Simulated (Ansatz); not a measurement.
MnO2⁻, relaxed as a quintet with UKS PBE0-D4/def2-TZVPD in Ansatz, starting from the PBE0-D4/def2-TZVPD geometry of the charge -1 singlet. Force threshold 0.02 eV/Å.

The charge -1 quintet is spin-contaminated (final ⟨S²⟩ up to 6.14, 6.00 for a pure state). The relaxation made no stability test and no search for a lower SCF solution. The structure comes from a short search, and lower isomers may exist.

Start:

```tsv
atom	x (Å)	y (Å)	z (Å)
Mn1	0.296	-0.096	-0.361
O2	-0.325	-1.340	0.405
O3	0.029	1.437	-0.044
```

```json
{"step": "1", "energy (eV)": "-35406.6589", "largest force component (eV/Å)": "2.412", "SCF passes": "20"}
{"step": "2", "energy (eV)": "-35406.7892", "largest force component (eV/Å)": "1.113", "SCF passes": "28"}
{"step": "3", "energy (eV)": "-35406.8408", "largest force component (eV/Å)": "0.156", "SCF passes": "29"}
{"step": "4", "energy (eV)": "-35406.8474", "largest force component (eV/Å)": "0.131", "SCF passes": "28"}
{"step": "5", "energy (eV)": "-35406.8498", "largest force component (eV/Å)": "0.014", "SCF passes": "27"}
```

Force components are those of the run's own axes.

End:

```csv
atom,x (Å),y (Å),z (Å)
Mn1,0.278,-0.090,-0.339
O2,-0.328,-1.441,0.410
O3,0.050,1.531,-0.071
```

By distances, no bond broke or formed. The bond that changes most is Mn1–O3, from 1.59 to 1.66 Å (atoms count from 1).

No frequencies were taken in this run, so the end may be a saddle point.

Hardware: 4 threads of Arm Neoverse N1 on a shared host. Wall time 12 s.
